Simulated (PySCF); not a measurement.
B3LYP has the VWN-RPA correlation part, as in Gaussian. Delta-SCF ions had no search for a lower state. Excitations are Tamm–Dancoff values on a coarser integration grid. The basis has no diffuse functions, so Rydberg states are missing or too high.

Cartesian coordinates (Å):
SMILES: C=Cc1ccc(OC)cc1
```xyz
20

C      3.8265     0.1183     0.8011
C      2.7708    -0.6524     0.4996
C      1.3694    -0.2363     0.3523
C      0.9347     1.0953     0.5307
C     -0.3978     1.4456     0.3812
C     -1.3582     0.4730     0.0441
O     -2.6347     0.9114    -0.0807
C     -3.6432    -0.0130    -0.4166
C     -0.9514    -0.8553    -0.1379
C      0.3967    -1.1903     0.0178
H      3.7383     1.1944     0.9744
H      4.8280    -0.3097     0.8851
H      2.9451    -1.7228     0.3381
H      1.6568     1.8713     0.7923
H     -0.7338     2.4749     0.5196
H     -3.7393    -0.8090     0.3437
H     -4.5839     0.5515    -0.4635
H     -3.4574    -0.4837    -1.3989
H     -1.6682    -1.6330    -0.3995
H      0.7016    -2.2302    -0.1274
```
Charge 0, multiplicity 1.

Q: What dipole moment, HOMO, HOMO–LUMO gap, S1–T1 gap (TDA), LUMO, total energy, vertical ionisation energy (Delta-SCF) and S1 oscillator strength does B3LYP-D3(BJ)/def2-TZVP // B3LYP-D3(BJ)/def2-SVP (PySCF) give?

A: 
```yaml
dipole_moment: 1.72 D
HOMO: -5.82 eV
HOMO–LUMO gap: 4.80 eV
S1–T1 gap (TDA): 1.52 eV
LUMO: -1.02 eV
total_energy: -424.3695 Ha
vertical ionisation energy (Delta-SCF): 7.60 eV
S1 oscillator strength: 0.081
```
